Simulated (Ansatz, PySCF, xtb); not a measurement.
Breaking the Se3–H4 bond in H2SeZn (SMILES [ZnH][SeH]) (multiplicity 1 held, fragments rigid). Energies count from the point at 1.474 Å.
Geometry at that point (charge 0, multiplicity 1):
```xyz
4

Zn    -0.7092    -0.5098    -0.8288
H     -1.6137    -1.1646    -1.8828
Se     0.6540     0.5053     0.7407
H      0.6550    -0.7187     1.5618
```

| level | energy at R = 4.716 Å (kcal/mol) | cost |
|---|---|---|
| GFN2-xTB | 83.10 | - |
| R-PBE/def2-TZVPP | 114.61 | ×1 |
| U-PBE/def2-TZVPP | 83.03 | - |
| R-r2SCAN/def2-TZVPP | 123.68 | ×3 |
| U-r2SCAN/def2-TZVPP | 83.29 | - |
| U-B3LYP/LANL2DZ | 76.62 | - |
| R-B3LYP/def2-TZVPP | 124.66 | ×0.9 |
| R-wB97X-V/def2-TZVPP | 157.57 | ×3 |
| R-MP2/def2-TZVPP | 104.99 | - |
| U-MP2/def2-TZVPP | 81.87 | - |
| U-SCS-MP2/def2-TZVPP | 82.62 | - |
| U-CCSD/def2-TZVPP | 81.67 | - |
| U-CCSD(T)/def2-TZVPP | 82.81 | - |
| FIC-MRCISD+Q on CASSCF(4,3)/def2-TZVPP | 82.28 | - |

The rows run from 76.62 (U-B3LYP/LANL2DZ) to 157.57 kcal/mol (R-wB97X-V/def2-TZVPP). In def2-TZVPP the value moves U-MP2 81.87, U-CCSD 81.67, U-CCSD(T) 82.81, a shift of 0.94 from U-MP2 to U-CCSD(T). The 4 R-functionals in def2-TZVPP without D3 or D4 span 42.95, from R-PBE to R-wB97X-V.

Restricted levels (R-, RO-) in cc, def2 and unpolarised 6-31G sets keep to the state of the molecule at rest. U- levels take the lowest unrestricted solution at each point, which mixes spins at long bonds. Active spaces are followed from a long bond inwards. Levels need not reach the same state.

Cores are frozen in the correlated methods. Filled d and f shells under p-block atoms count as core. Rows in LANL2DZ carry no dispersion term and start afresh at each structure. LANL2DZ brings its own core potentials from Na on.

Doubts at one or more of the structures used: a restricted determinant that unrestricted orbitals would lower (R-PBE/def2-TZVPP, R-r2SCAN/def2-TZVPP, R-B3LYP/def2-TZVPP, R-wB97X-V/def2-TZVPP, R-MP2/def2-TZVPP); a spin-contaminated determinant (U-PBE/def2-TZVPP, U-r2SCAN/def2-TZVPP, U-B3LYP/LANL2DZ, U-MP2/def2-TZVPP, U-SCS-MP2/def2-TZVPP, U-CCSD/def2-TZVPP, U-CCSD(T)/def2-TZVPP); active orbitals that take no part (FIC-MRCISD+Q on CASSCF(4,3)/def2-TZVPP).

Run with Ansatz (Gaussian basis) for Hartree–Fock, density functionals and correlated methods; PySCF for LANL2DZ rows; xtb for the GFN methods.  The GFN methods have no spin term and hold the electronic entropy of 300 K.

Costs are rough ratios of core time to R-PBE/def2-TZVPP (about 4 s over the structures, on one shared machine); a dash marks a level with no comparable run of its own.

Ansatz is a program for electronic structure.
